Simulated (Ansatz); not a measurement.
Input for Ansatz (a first-principles code): R-B97M-V/def2-TZVPPD on HBr (SMILES Br) with ghost functions. Files ending in .json are basis or fitting sets from the Basis Set Exchange.

Ansatz 0.2 input:
```yaml
crystal:
  periodic: [false, false, false]
  atoms:
    - {symbol: Br, position_ang: [-0.60941552, -1.15564798, -0.02079492]}
    - {symbol: H, position_ang: [-0.15485613, -0.42266917, 1.13543890]}
basis:
  gaussian:
    orbitals: def2-TZVPPD.json
    ghost_atoms:
      - {symbol: O, position_ang: [0.41415649, 0.49281821, 2.69080823]}
      - {symbol: Si, position_ang: [-0.09076068, 0.12681566, 4.23551692]}
      - {symbol: H, position_ang: [1.09887725, 1.15488645, 2.56405945]}
      - {symbol: H, position_ang: [1.03795800, -0.38051467, 5.04901101]}
      - {symbol: H, position_ang: [-1.12040152, -0.91284549, 4.06364915]}
      - {symbol: H, position_ang: [-0.65775792, 1.32434713, 4.89702187]}
hamiltonian:
  xc: {name: B97M-V}
scf: {lower_state_search: off}
```

The log:

```
Functional definition: B97M-V
[...]
these checks for a lower state are left out or cut short: stability, starts, cluster_reference, orbital_swaps, neighbouring_geometries, increment
integrals: 0.18 GiB planned
1171 factors; their error is unknown
mean field: 1.15 GiB planned
mean field evaluation 1: about -70050.0349 eV, gradient 6.5e0 eV
mean field evaluation 2: about -70050.0925 eV, gradient 5.4e0 eV
mean field evaluation 4: about -70050.1594 eV, gradient 1.2e-1 eV
mean field evaluation 8: about -70050.1559 eV, gradient 3.7e-2 eV
mean field -70050.15593016 eV, -2574.2957487324 hartree, gradient 6.6e-6 eV, S^2 0.000000; 0 other end points of the search recorded, 0 dependent functions left out
reference -70050.15599720 eV, -2574.2957511958 hartree; 18, 18 occupied and 212, 212 virtual orbitals, 1171 factors
Total energy: -70050.15599720 eV, -2574.2957511958 hartree
Checks for a lower state left out: stability, starts, cluster_reference, orbital_swaps, neighbouring_geometries, increment
```

Self-consistency was reached.

Cost: around 5 core-seconds (rough).
